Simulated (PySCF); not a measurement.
Species: C₅H₆N₂Si.
Atom-mapped SMILES: `[CH3:1][C:2]#[C:3]/[CH:4]=[N:5]\[SiH2:6][C:7]#[N:8]` (hydrogens: H9, H10, H11 on C1; H12 on C4; H13, H14 on Si6)

The same species was optimised twice, with GFN2-xTB and with PBE0-D3(BJ)/def2-SVP (PySCF), and the same property calculations (PySCF, gas phase) were run on both structures.

```
      coordinate  GFN2-xTB  PBE0-D3(BJ)/def2-SVP  change
       C3–C4 (Å)     1.409                 1.429  +0.020
      N5–Si6 (Å)     1.713                 1.728  +0.015
       C7≡N8 (Å)     1.147                 1.160  +0.013
       C4=N5 (Å)     1.264                 1.274  +0.010
       C2≡C3 (Å)     1.207                 1.216  +0.009
       C1–C2 (Å)     1.437                 1.446  +0.009
      Si6–C7 (Å)     1.877                 1.880  +0.003
    C1–C2–C3 (°)     179.9                 176.1    -3.8
   Si6–C7–N8 (°)     177.5                 179.4    +1.9
    C2–C3–C4 (°)     172.9                 174.8    +1.9
   C4–N5–Si6 (°)     134.0                 132.9    -1.1
    C3–C4–N5 (°)     125.1                 125.6    +0.5
   N5–Si6–C7 (°)     115.9                 116.0    +0.1
C4–N5–Si6–C7 (°)         4                     6      +2
```

Rotational constants: A = 2335, B = 1382, C = 883.2 MHz (GFN2-xTB) against A = 2293, B = 1360, C = 868.4 MHz (PBE0-D3(BJ)/def2-SVP).

On the GFN2-xTB structure: lowest singlet, TDDFT (eV) 3.85 [B3LYP/def2-SVPD]; lowest triplet, Tamm–Dancoff (eV) 3.34 [B3LYP/def2-SVPD]; isotropic polarisability (au) 95.6 [B3LYP/def2-SVPD]; HOMO (eV) -7.47 [B3LYP/def2-SVPD]; LUMO (eV) -2.14 [B3LYP/def2-SVPD]; dipole (D) 1.85 [B3LYP/def2-SVPD]; HOMO (eV) -7.72 [PBE0/pcSseg-1]; LUMO (eV) -1.91 [PBE0/pcSseg-1]; dipole (D) 1.78 [PBE0/pcSseg-1]; GIAO shielding of C1 (ppm) 181.6 [PBE0/pcSseg-1]; GIAO shielding of C2 (ppm) 73.9 [PBE0/pcSseg-1]; GIAO shielding of C3 (ppm) 102.5 [PBE0/pcSseg-1]; GIAO shielding of C4 (ppm) 21.1 [PBE0/pcSseg-1]; GIAO shielding of N5 (ppm) -109.0 [PBE0/pcSseg-1]; GIAO shielding of Si6 (ppm) 427.1 [PBE0/pcSseg-1]; GIAO shielding of C7 (ppm) 59.8 [PBE0/pcSseg-1]; GIAO shielding of N8 (ppm) -87.3 [PBE0/pcSseg-1].

**Question.** What do these properties become on the PBE0-D3(BJ)/def2-SVP structure?

**Answer.** 
```csv
property,level,on GFN2-xTB,on PBE0-D3(BJ)/def2-SVP,change
"lowest singlet, TDDFT (eV)",B3LYP/def2-SVPD,3.85,3.82,-0.03
"lowest triplet, Tamm–Dancoff (eV)",B3LYP/def2-SVPD,3.34,3.31,-0.03
isotropic polarisability (au),B3LYP/def2-SVPD,95.6,97.8,+2.2
HOMO (eV),B3LYP/def2-SVPD,-7.47,-7.56,-0.09
LUMO (eV),B3LYP/def2-SVPD,-2.14,-2.27,-0.13
dipole (D),B3LYP/def2-SVPD,1.85,1.98,+0.13
"energy, GFN2-xTB geometry as zero (kcal/mol)",B3LYP/def2-SVPD,0.0,-2.3,-2.3
HOMO (eV),PBE0/pcSseg-1,-7.72,-7.81,-0.09
LUMO (eV),PBE0/pcSseg-1,-1.91,-2.04,-0.13
dipole (D),PBE0/pcSseg-1,1.78,1.92,+0.14
"energy, GFN2-xTB geometry as zero (kcal/mol)",PBE0/pcSseg-1,0.0,-1.1,-1.1
GIAO shielding of C1 (ppm),PBE0/pcSseg-1,181.6,179.4,-2.2
GIAO shielding of C2 (ppm),PBE0/pcSseg-1,73.9,73.6,-0.3
GIAO shielding of C3 (ppm),PBE0/pcSseg-1,102.5,99.7,-2.8
GIAO shielding of C4 (ppm),PBE0/pcSseg-1,21.1,17.8,-3.3
GIAO shielding of N5 (ppm),PBE0/pcSseg-1,-109.0,-112.4,-3.4
GIAO shielding of Si6 (ppm),PBE0/pcSseg-1,427.1,426.8,-0.3
GIAO shielding of C7 (ppm),PBE0/pcSseg-1,59.8,56.6,-3.2
GIAO shielding of N8 (ppm),PBE0/pcSseg-1,-87.3,-94.4,-7.1
```

The heavy atoms differ by 0.029 Å rms after alignment. Among bonds between heavy atoms C3–C4 changes most (+0.020 Å). Changes are differences of the printed values. Neither structure is proved a minimum here.

Shape of the structure used: `[CH3:1][C:2]#[C:3]/[CH:4]=[N:5]\[SiH2:6][C:7]#[N:8]`: C4–N5–Si6–C7 6°.
